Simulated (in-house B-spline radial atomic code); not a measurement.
Orbital energies and mean radii along the 41-electron series, configuration 1s2 2s2 2p6 3s2 3p6 3d10 4s2 4p6 4d3/2(4) 4d5/2(1). The effective charge is n√(-2ε), a non-relativistic measure. Computed with a B-spline radial code for spherical atoms: Dirac-Hartree-Fock, jj configuration that fills j = l - 1/2 first, finite nuclei.

| ion | Z | energy of 4d5/2 (Eh) | mean radius of 4d5/2 (bohr) | energy of 4s1/2 (Eh) | mean radius of 4s1/2 (bohr) | energy of 3d5/2 (Eh) | mean radius of 3d5/2 (bohr) | energy of 3d3/2 (Eh) | mean radius of 3d3/2 (bohr) | effective charge of 4d5/2 |
| --- | --- | --- | --- | --- | --- | --- | --- | --- | --- | --- |
| Gd23+ | 64 | -27.951 | 0.55594 | -37.445 | 0.52023 | -69.789 | 0.22084 | -71.113 | 0.21636 | 29.907 |
| Tb24+ | 65 | -29.953 | 0.54072 | -39.856 | 0.50751 | -73.846 | 0.21623 | -75.269 | 0.21174 | 30.96 |
| Dy25+ | 66 | -32.019 | 0.52634 | -42.343 | 0.49536 | -78.014 | 0.21182 | -79.543 | 0.2073 | 32.01 |
| Ho26+ | 67 | -34.149 | 0.51273 | -44.907 | 0.48373 | -82.293 | 0.20757 | -83.933 | 0.20304 | 33.057 |
| Er27+ | 68 | -36.342 | 0.49984 | -47.547 | 0.47259 | -86.683 | 0.2035 | -88.44 | 0.19894 | 34.102 |
| Tm28+ | 69 | -38.599 | 0.4876 | -50.266 | 0.4619 | -91.185 | 0.19958 | -93.064 | 0.195 | 35.145 |
| Yb29+ | 70 | -40.92 | 0.47596 | -53.063 | 0.45165 | -95.797 | 0.19581 | -97.806 | 0.1912 | 36.186 |
| Lu30+ | 71 | -43.304 | 0.46488 | -55.94 | 0.4418 | -100.52 | 0.19217 | -102.67 | 0.18754 | 37.225 |
| Hf31+ | 72 | -45.752 | 0.45432 | -58.896 | 0.43232 | -105.35 | 0.18867 | -107.64 | 0.18401 | 38.263 |
| Ta32+ | 73 | -48.263 | 0.44424 | -61.933 | 0.4232 | -110.3 | 0.18529 | -112.74 | 0.18061 | 39.299 |

(1) How does the screening of 4d5/2 change?

## Answers

(1) Z less the effective charge goes from 34.09 at Z = 64 to 33.70 at Z = 73.
